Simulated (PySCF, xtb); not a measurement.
Ga(F)2(SeH) (F₂GaHSe), SMILES [SeH][Ga]([F])[F]. The values are those of a single conformer.

Harmonic wavenumbers (cm⁻¹) from GFN2-xTB (xtb) at its own minimum, in rising order: 87, 119, 124, 163, 253, 441, 459, 592, 1998.

**Question.** What does ωB97X-D3(BJ)/def2-SVP (PySCF 2.14.0) give at its own minimum? (Estimate from the structure and the level; the computed values follow.)

**Answer.** 114, 171, 188, 240, 324, 662, 711, 752, 2499. Paired by order, the mean absolute difference is 158 cm⁻¹ and the zero-point energies are 6.1 and 8.1 kcal/mol.
